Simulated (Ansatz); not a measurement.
Reactions of BrFH4OSi2, SMILES `O[SiH](F)[SiH2]Br`.

Program: Ansatz. Geometries: PBE0-D4/def2-TZVP. ΔE: electronic, gas phase. CBS: MP2 limit from def2 TZ/QZ plus the TZ coupled-cluster correction, frozen cores. This one scheme is used for every species, atoms too. DFT in def2-TZVPP. B3LYP here is the variant with VWN-RPA as its local correlation; programs differ in this. Open shells (•) are unrestricted, without spin–orbit coupling. Spin–orbit coupling would lower the free atoms: clearly for Br. def2 core potentials past Kr. For Br, Ge, I, Se, Te outer-core shells are correlated without core-valence functions, so the limit isn't a true one: a few kJ/mol of doubt a bond, and 10 to 20 or more in all where bonds break to atoms. Scalar relativity is left out up to krypton. Each species was taken in one conformer, which may not be the lowest.

```
                                                                 reaction  ωB97X-V (eV)  B3LYP-D4 (eV)  r2SCAN-D4 (eV)
  `O[SiH](F)[SiH2]Br` + `C=[N][AlH2]` → `C=[N][AlH][SiH2]Br` + `O[SiH2]F`         -0.16          -0.16           -0.18
               `O[SiH](F)[SiH2]Br` + H₂Te → `O[SiH](F)[TeH]` + `[SiH3]Br`         -0.65          -0.63           -0.67
        `O[SiH](F)[SiH2]Br` + `N[SiH3]` → `O[SiH](F)N[SiH3]` + `[SiH3]Br`         -0.95          -0.93           -0.93
   `O[SiH](F)[SiH2]Br` + `[OH][GeH3]` → `O[SiH](F)[O][GeH3]` + `[SiH3]Br`         -1.54          -1.53           -1.51
`O[SiH](F)[SiH2]Br` + `C[NH][GeH3]` → `O[SiH](F)[NH][GeH3]` + `C[SiH2]Br`         -1.88          -1.85           -1.91
                  `O[SiH](F)[SiH2]Br` + `BB` → `B[SiH2]Br` + `B[SiH](O)F`          0.44           0.51            0.54
                 `O[SiH](F)[SiH2]Br` + `BOC` → `BOC[SiH2]Br` + `O[SiH2]F`          0.06           0.08            0.10
                      `O[SiH](F)[SiH2]Br` + HI → `O[SiH](F)[SiH2]I` + HBr          0.05           0.04            0.03
                           `O[SiH](F)[SiH2]Br` → Br• + `O[SiH](F)[SiH2]`•          4.13           3.95            4.02
                `O[SiH](F)[SiH2]Br` + H₂Se → `[SeH][SiH2]Br` + `O[SiH2]F`         -0.69          -0.68           -0.70
```

Give the CCSD(T)/CBS values in the same order. (Best estimate.)

Ansatz gave: -0.21, -0.71, -0.99, -1.58, -1.96, 0.40, 0.02, 0.01, 4.22, -0.77 eV.

Largest T1 diagnostic: 0.015, for `C=[N][AlH2]`.
